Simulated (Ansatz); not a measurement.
Species: C$_{3}$H$_{7}$N, net charge 0, singlet state. 
Geometry from a B3LYP-D3(BJ)/def2-TZVP (Ansatz, an electronic-structure program) optimisation:
```xyz
11

C     -0.8497    -0.8470     0.0764
C     -1.0015     0.6153    -0.2526
C      0.2265     0.1266     0.4582
N      1.4480     0.0820    -0.3035
H     -0.6250    -1.5170    -0.7419
H     -1.4652    -1.2665     0.8604
H     -1.7210     1.1983     0.3059
H     -0.8762     0.9048    -1.2868
H      0.2917     0.3716     1.5171
H      1.9213     0.9779    -0.2898
H      2.0862    -0.6120     0.0679
```
Charge 0, spin multiplicity 1.

Quantity: vertical triplet-singlet gap (E(triplet) - E(singlet); each state is the SCF solution reached for its spin), in eV. Cores are frozen in the correlated levels unless marked. UHF or UKS for open shells. Spin-orbit coupling is left out. Non-relativistic. CBS marks a two-point X^-3 extrapolation of the correlation energy; Hartree-Fock from the larger set.

```
level                                program  vertical triplet-singlet gap (eV)
-----------------------------------  -------  ---------------------------------
HF/aug-cc-pVDZ                        Ansatz                               5.01
PBE/def2-TZVPD                        Ansatz                               5.64
r2SCAN/def2-TZVPD                     Ansatz                               5.75
B3LYP/def2-TZVPD                      Ansatz                               5.87
PBE0/def2-TZVPD                       Ansatz                               5.88
BHLYP/def2-TZVPD                      Ansatz                               5.98
wB97M-V/def2-TZVPD                    Ansatz                               6.23
wB97X-V/def2-TZVPD                    Ansatz                               6.29
MP2/aug-cc-pVDZ                       Ansatz                               6.10
RI-MP2/aug-cc-pVQZ                    Ansatz                               6.28
RI-MP2/CBS(aug-cc-pVTZ,aug-cc-pVQZ)   Ansatz                               6.31
SCS-MP2/aug-cc-pVDZ                   Ansatz                               6.11
CCSD/aug-cc-pVDZ                      Ansatz                               5.84
CCSD(T)/aug-cc-pVDZ                   Ansatz                               5.84
```
